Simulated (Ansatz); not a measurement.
Harmonic frequencies (cm⁻¹) at PBE0-D4/def2-TZVP from Ansatz: 401, 884, 895, 905, 958, 1089, 1139, 1144, 1206, 1249, 1418, 1534, 2732, 3072, 3140.

(1) Which molecule is it?
A. `OB1CO1`
B. `BC(=O)O`
C. `C#CC#C`
D. `B1OCO1`

Results:

(1) D.
